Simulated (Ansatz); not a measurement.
Consider the cleavage of the Si–In bond: `N[SiH](Cl)[InH2]` + HCl → `N[SiH](Cl)Cl` + `[InH3]`.

Program: Ansatz. Geometries: PBE0-D4/def2-TZVP. ΔE: electronic, gas phase. CCSD(T)/CBS adds triple-zeta CCSD(T) − MP2 to the extrapolated MP2 energy (def2 sets, frozen cores). This one scheme is used for every species. Functionals use def2-TZVPP. B3LYP here is the variant with VWN-RPA as its local correlation; programs differ in this. HSE06 is defined as in plane-wave codes. def2 core potentials past Kr. For In outer-core shells are correlated without core-valence functions, which leaves a few kJ/mol of doubt a bond. One conformer a species, not always the lowest.

```
             level  ΔE (kcal/mol)  difference from CCSD(T)/CBS
       LDA (SPW92)          -16.7                          1.0
            PBE-D4          -15.6                          2.1
         revPBE-D4          -16.5                          1.2
         r2SCAN-D4          -19.1                         -1.4
          BHLYP-D4          -19.5                         -1.8
      CAM-B3LYP-D4          -19.6                         -1.9
            B2PLYP          -18.8                         -1.1
              BLYP          -16.7                          1.0
              PBE0          -17.4                          0.3
             B3LYP          -18.1                         -0.4
             HSE06          -17.3                          0.4
RPA@PBE/def2-TZVPP          -17.2                          0.5
  CCSD(T)/def2-SVP          -17.7                          0.0
SCS-MP2/def2-TZVPP          -19.2                         -1.5
     MP2/CBS(def2)          -18.7                         -1.0
    CCSD/CBS(def2)          -18.1                         -0.4
       CCSD(T)/CBS          -17.7                            0
```

Largest T1 diagnostic among the species: 0.014.

From BLYP to BHLYP (50 % exact exchange), in def2-TZVPP and without D4, ΔE moves by −3.6 kcal/mol. In def2-TZVPP, CCSD(T) changes the Hartree–Fock value by +4.8 kcal/mol (the triples alone add +0.4 kcal/mol) and MP2 by +3.8 kcal/mol.

CCSD(T)/CBS has its own doubt, a few kJ/mol and more with outer-core shells, so smaller differences from it don't rank the levels.
